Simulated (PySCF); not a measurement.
Telling isomers of C₄H₁₂OSi₃ apart by NMR

- coordinates at the GFN2-xTB level
- σ from GIAO-PBE0/pcSseg-1
- program: PySCF 2.14.0 with density-fitted response routines
- one computed conformer, fast rotation and ring inversion assumed for equivalent nuclei, in vacuum, non-relativistic

δ = σ(ref) − σ, references computed at the same level: $^{1}$H (σ = 31.72 ppm), $^{13}$C (σ = 186.93 ppm) vs TMS. Where no couplings were computed, multiplicities follow the n + 1 count of equivalent neighbours, and m marks all less simple cases (inequivalent or close neighbours, rings, F or P nearby). Shifts are as computed. Against solution values, carbons near 30 ppm lie about +3 ppm off and those near 130 ppm about +5 ppm. Of 1309 compounds with measured shifts, 239 miss one by over three times the rms of a fit or turn the order of signals round; such compounds aren't used in these exercises.

(1) Tabulate the signals of `C=C1C[SiH2]O[Si@H](C)[SiH2]1`, `C=C[SiH2]C([SiH3])([SiH3])C=O` and their relative energies.

(2) What is the quickest way to tell C=C1C[SiH2]O[Si@H](C)[SiH2]1 from C=C[SiH2]C([SiH3])([SiH3])C=O?

Results:

(1) 
| SMILES | carbon types | δC | δH | E rel. (kcal/mol) |
| --- | --- | --- | --- | --- |
| C=C1C[SiH2]O[Si@H](C)[SiH2]1 | 1×C 2×CH2 1×CH3 | 148.2, 133.6, 32.3, 2.6 | 6.06 (br s, 1H), 5.87 (br s, 1H), 5.71 (m, 1H), 5.22 (m, 1H), 5.00 (m, 1H), 4.40 (m, 1H), 4.02 (m, 1H), 2.16 (m, 1H), 1.78 (m, 1H), 0.46 (d, 3H) | 0.0 |
| C=C[SiH2]C([SiH3])([SiH3])C=O | 1×C 2×CH 1×CH2 | 208.1, 143.0, 142.4, 28.3 | 9.69 (s, 1H), 6.48 (m, 1H), 6.41 (m, 1H), 6.24 (m, 1H), 4.73 (d, 2H), 4.10 (s, 6H) | 73.1 |

Energies are electronic energies at PBE0/pcSseg-1 on these geometries, without zero-point or thermal terms, each for the one conformer computed, which needn't be the lowest.

(2) Both give the same number of carbon signals, but DEPT or the intensities differ. The first has a fully substituted alkene carbon (C) at 148.2 ppm, the second an aldehyde carbonyl carbon (CH) at 208.1 ppm. In the proton spectra the most deshielded non-exchanging signals are 6.06 (br s, 1H) and 9.69 (s, 1H).
